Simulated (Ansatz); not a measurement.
`[F][Ga]([F])[I]` → 2 F• + Ga• + I•  (atomization)

Isolated molecules relaxed with PBE0-D4/def2-TZVP in Ansatz; ΔE leaves out vibrations. CCSD(T)/CBS adds triple-zeta CCSD(T) − MP2 to the extrapolated MP2 energy (def2 sets, frozen cores). This one scheme is used for every species, atoms too. Functionals use def2-TZVPP. B3LYP here is the variant with VWN-RPA as its local correlation; programs differ in this. HSE06 is defined as in plane-wave codes. Open shells (•) are unrestricted, without spin–orbit coupling. Spin–orbit coupling would lower the free atoms: a little for F; clearly for Ga; strongly for I. def2 core potentials past Kr. Bonds to Ga, I are less sure, by a few kJ/mol each and by 10 to 20 or more in all where they break to atoms, as the def2 sets lack core-valence functions. Scalar relativity is left out up to krypton.

| level | ΔE (kcal/mol) | difference from CCSD(T)/CBS |
| --- | --- | --- |
| LDA (SPW92) | 344.0 | 49.8 |
| PBE-D4 | 296.7 | 2.5 |
| revPBE-D4 | 283.5 | -10.7 |
| BLYP-D4 | 284.6 | -9.6 |
| r2SCAN-D4 | 293.2 | -1.0 |
| B97M-V | 287.9 | -6.3 |
| B3LYP-D4 | 280.9 | -13.3 |
| r2SCANh-D4 | 288.2 | -6.0 |
| r2SCAN0-D4 | 281.3 | -12.9 |
| HSE06-D4 | 285.6 | -8.6 |
| BHLYP-D4 | 267.8 | -26.4 |
| CAM-B3LYP-D4 | 286.2 | -8.0 |
| ωB97X-V | 290.8 | -3.4 |
| ωB97M-V | 285.1 | -9.1 |
| B2PLYP | 285.8 | -8.4 |
| PBE-QIDH | 290.2 | -4.0 |
| revPBE | 278.6 | -15.6 |
| BLYP | 279.9 | -14.3 |
| r2SCAN | 292.7 | -1.5 |
| PBE0 | 283.4 | -10.8 |
| r2SCANh | 287.7 | -6.5 |
| r2SCAN0 | 280.7 | -13.5 |
| HSE06 | 283.8 | -10.4 |
| BHLYP | 264.0 | -30.2 |
| CAM-B3LYP | 284.2 | -10.0 |
| LC-ωPBE | 291.2 | -3.0 |
| RPA@PBE/def2-TZVPP | 256.7 | -37.5 |
| HF/def2-SVP | 200.0 | -94.2 |
| CCSD/def2-SVP | 268.9 | -25.3 |
| CCSD(T)/def2-SVP | 273.0 | -21.2 |
| MP2/def2-TZVPP | 307.7 | 13.5 |
| SCS-MP2/def2-TZVPP | 294.3 | 0.1 |
| CCSD/def2-TZVPP | 278.8 | -15.4 |
| CCSD(T)/def2-TZVPP | 286.5 | -7.7 |
| HF/def2-QZVPP | 202.4 | -91.8 |
| MP2/def2-QZVPP | 312.7 | 18.5 |
| SCS-MP2/def2-QZVPP | 299.9 | 5.7 |
| HF/CBS(def2) | 202.6 | -91.6 |
| MP2/CBS(def2) | 315.5 | 21.3 |
| CCSD/CBS(def2) | 286.5 | -7.7 |
| CCSD(T)/CBS | 294.2 | 0 |

Largest T1 diagnostic among the species: 0.013.

From r2SCAN to r2SCAN0 (25 % exact exchange), in def2-TZVPP and without D4, ΔE moves by −12.0 kcal/mol: exact exchange takes away binding that semilocal exchange gives to molecules. At CCSD(T), def2-SVP lies −21.2 kcal/mol from the extrapolated value and def2-TZVPP −7.7 kcal/mol: correlation converges slowly with the basis, and small sets miss more of it in the bonded molecule than in its fragments. The D4 term adds +3.7 kcal/mol with B3LYP and +1.9 kcal/mol with PBE0; it sums over pairs of atoms, weighted by their polarisabilities, and B3LYP, whose exchange is more repulsive, gets the larger term.

For atomizations the MP2-based limit and the directly extrapolated one differ by several kJ/mol either way, and by 10 to 25 for some Ge, Se and Sn compounds, so smaller differences from it don't rank the levels.
